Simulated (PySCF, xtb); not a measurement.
SiHCl, SMILES [SiH]Cl (connectivity only; charge and spin as stated), neutral, multiplicity 1.

Harmonic wavenumbers (cm⁻¹) from GFN2-xTB (xtb) at its own minimum, in rising order: 440, 715, 2065.

**Question.** What does PBE0-D3(BJ)/def2-TZVP (PySCF) give at its own minimum? (Estimate from the structure and the level; the computed values follow.)

**Answer.** 525, 812, 2018. Paired by order, the mean absolute difference is 77 cm⁻¹ and the zero-point energies are 4.6 and 4.8 kcal/mol.
